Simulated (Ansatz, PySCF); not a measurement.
Spin states of H4O4Re (SMILES [OH][Re]([OH])([OH])[OH]), each relaxed with B3LYP-D3(BJ)/def2-TZVP.
State 1 (charge 0, multiplicity 2):
```xyz
9

Re     0.1748    -0.0384     0.0895
O      1.5317     1.2531     0.3070
H      1.3796     2.1015    -0.1333
O      1.2385    -1.5636     0.1481
H      1.1862    -2.3629    -0.3848
O     -1.5366    -0.8067     0.3977
H     -1.7348    -1.2542     1.2288
O     -0.7286     1.3863    -0.7948
H     -1.6159     1.1512    -1.0972
```
State 2 (charge 0, multiplicity 4):
```xyz
9

Re     0.31920     0.04951    -0.02817
O      1.61348     1.14722    -0.87721
H      1.49986     2.10773    -0.83464
O      1.01625    -1.35740     1.04240
H      0.61789    -2.23609     1.08935
O     -1.33676    -0.95739    -0.31185
H     -1.28170    -1.90173    -0.49296
O     -0.80641     1.61752     0.07339
H     -1.74694     1.39684     0.10066
```

Singlets are restricted, other states unrestricted; no spin–orbit coupling, no relativity up to Kr; see below for the cores. The largest T1 diagnostic is 0.040.

Correlated levels freeze the inner cores; with def2 sets outer-core shells near the valence are correlated too.

Programs: Ansatz (an electronic-structure program) with Gaussian orbitals; PySCF for the dispersion terms.  In def2 rows elements past Kr take small-core potentials, without spin–orbit coupling.

### Question
Estimate the energy of the multiplicity-4 state less that of the multiplicity-2 state that B2PLYP-D3(BJ)/def2-TZVPP returns for this input.

### Answer
33 kJ/mol

### Question
What is the computed energy of the multiplicity-4 state less that of the multiplicity-2 state (CAM-B3LYP-D4/def2-TZVPP)?

### Answer
28 kJ/mol

### Question
What is the computed energy of the multiplicity-4 state less that of the multiplicity-2 state (BLYP/def2-TZVPP)?

### Answer
44 kJ/mol
